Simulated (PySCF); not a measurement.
H7Si3, SMILES [SiH3][SiH][SiH3] (connectivity only; charge and spin as stated), charge +1, multiplicity 1. Heavy atoms are numbered as in [SiH3:1][SiH:2][SiH3:3]. Hydrogens are named by the atom that carries them.

Geometry: PBE0-D3(BJ)/def2-SVP. The multiplicity is an assumed one; other spin states were not compared. The isomer is the one that the SMILES or the coordinates give; other isomers of the formula were not compared.

Computed with B3LYP/pcSseg-1 (PySCF).

GIAO shieldings, no solvent; atoms alike by connectivity are averaged. δ = σ(ref) − σ: ²⁹Si against TMS (σ = 338.7 ppm); ¹H against TMS (σ = 31.68 ppm), references at their B3LYP-D3(BJ)/def2-TZVP geometries, non-relativistic.

Task: Estimate the chemical shifts. (The exact figures need the calculation; the answer reports its results.)

Result: 
```json
[
 {"nucleus": "²⁹Si", "atoms": "Si2 (SiH)", "count": "1", "δ (ppm)": "752.9"},
 {"nucleus": "²⁹Si", "atoms": "Si1 (SiH3)", "count": "2", "δ (ppm)": "-63.3"},
 {"nucleus": "¹H", "atoms": "H on Si2", "count": "1", "δ (ppm)": "12.56"},
 {"nucleus": "¹H", "atoms": "H on Si1", "count": "6", "δ (ppm)": "5.08"}
]
```
